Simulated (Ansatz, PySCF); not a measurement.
NbF4, SMILES [F][Nb+]([F])([F])[F], charge +1, multiplicity 1. Atoms are numbered in the order given.

```xyz
5

Nb     0.0000     0.0000     0.0000
F      1.0317    -1.0317    -1.0317
F     -1.0317    -1.0317     1.0317
F     -1.0317     1.0317    -1.0317
F      1.0317     1.0317     1.0317
```
Charge +1, spin multiplicity 1.

Geometry: PBE0-D3(BJ)/def2-SVP. The spin state was assumed, not searched. The isomer is the one that the SMILES or the coordinates give; other isomers of the formula were not compared. The def2 effective core potentials stand for the cores of Nb; spin–orbit coupling is left out.

Vertical ionisation energy (IE) and electron affinity (EA) in eV. Rows of orbital energies are one-electron estimates. Where ΔSCF, EOM or ADC give a negative EA the extra electron is unbound and the value depends on the basis.

```json
[
 {"level": "−ε(HOMO), −ε(LUMO), ωB97X/def2-TZVPD (PySCF)", "IE": "22.18", "EA": "7.59"},
 {"level": "−ε(HOMO), −ε(LUMO), PBE/def2-TZVPD (PySCF)", "IE": "17.60", "EA": "10.67"},
 {"level": "ΔSCF, CAM-B3LYP/def2-SVPD (Ansatz), final states of multiplicity 2 and 2", "IE": "22.72", "EA": "7.71"},
 {"level": "ΔSCF, PBE/def2-SVPD (Ansatz), final states of multiplicity 2 and 2", "IE": "21.36", "EA": "6.92"}
]
```

What vertical singlet–triplet gap does ΔSCF give with CAM-B3LYP/def2-SVPD (Ansatz, a program for electronic structure) and with PBE/def2-SVPD (Ansatz)? (Estimate from the structure and the level; the computed values follow.)

7.62 and 6.96 eV (triplet above singlet where positive).
